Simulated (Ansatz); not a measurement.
`[OH][Ga]([OH])[SH]` + `C=CC=N` → `[OH][GaH][SH]` + `C=C(O)C=N`  (formal exchange of groups at a Ga–O bond)

Isolated molecules relaxed with PBE0-D4/def2-TZVP in Ansatz; ΔE leaves out vibrations. CCSD(T)/CBS adds triple-zeta CCSD(T) − MP2 to the extrapolated MP2 energy (def2 sets, frozen cores). Functionals use def2-TZVPP. B3LYP here is the variant with VWN-RPA as its local correlation; programs differ in this. For Ga outer-core shells are correlated without core-valence functions, which leaves a few kJ/mol of doubt a bond. Scalar relativity is left out up to krypton. One conformer a species, not always the lowest.

```
             level  ΔE (kJ/mol)  difference from CCSD(T)/CBS
            PBE-D4         51.9                        -28.4
         r2SCAN-D4         59.2                        -21.1
           PBE0-D4         57.5                        -22.8
          B3LYP-D4         65.4                        -14.9
           ωB97X-V         68.2                        -12.1
           ωB97M-V         67.5                        -12.8
            B2PLYP         74.4                         -5.9
               PBE         52.3                        -28.0
            r2SCAN         59.3                        -21.0
              PBE0         57.7                        -22.6
             B3LYP         66.0                        -14.3
     HF/def2-TZVPP         83.6                          3.3
    MP2/def2-TZVPP         84.2                          3.9
SCS-MP2/def2-TZVPP         86.3                          6.0
   CCSD/def2-TZVPP         82.9                          2.6
CCSD(T)/def2-TZVPP         80.6                          0.3
     HF/def2-QZVPP         83.4                          3.1
    MP2/def2-QZVPP         84.0                          3.7
SCS-MP2/def2-QZVPP         86.4                          6.1
      HF/CBS(def2)         83.4                          3.1
     MP2/CBS(def2)         84.0                          3.7
    CCSD/CBS(def2)         82.7                          2.4
       CCSD(T)/CBS         80.3                            0
```

Largest T1 diagnostic among the species: 0.014.

From PBE to PBE0 (25 % exact exchange), in def2-TZVPP and without D4, ΔE moves by +5.4 kJ/mol.
